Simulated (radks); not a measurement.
The numbers below are computed, except where a source is named.
Problem. Dipole-allowed excitations along the series with 47 electrons in [Kr] 4d10 5s1. Code: a radial shooting solver on a logarithmic mesh with Libxc functionals. Model: scalar-relativistic Kohn-Sham, PBE, spin-polarised, spherical densities, finite nucleus; open shells are filled with parallel spins first (spin-orbit coupling, left out, can overturn this in heavy ions); Fermi nuclear charge, rms radius of each element as measured or else 0.836 A^(1/3) + 0.57 fm. Time-dependent linear response with the Hartree and adiabatic LDA kernel, continuum included through the Sternheimer equations, no spin-orbit coupling, so fine structure and intercombination lines are absent. Lines are the poles of the dipole polarisability below minus the highest occupied eigenvalue, found on a grid refined at the orbital gaps; the lowest seven at most are given, and weak or close lines can be missed. The first line takes the name of the lowest orbital gap if no other gap lies below it; otherwise a line is named after a gap within 0.6 % of it, if that gap stands alone.

| species | -e(HOMO) (eV) | lowest orbital gap (eV) | first line (eV) | f | strongest line (eV) | its f | static alpha (bohr^3) |
|---|---|---|---|---|---|---|---|
| Cs8+ | 119.82 | 5s-5p 17.756 | 18.687 (5s-5p) | 0.772 | 80.042 (unassigned) | 0.923 | 2.391 |
| Ba9+ | 140.51 | 5s-5p 19.549 | 20.549 (5s-5p) | 0.768 | 120.08 (unassigned) | 6.90 | 1.974 |

Estimate the first line of La10+, its oscillator strength and the static polarisability.

Solution. 22.453 eV (5s-5p), f = 0.764, alpha = 1.652 bohr^3.
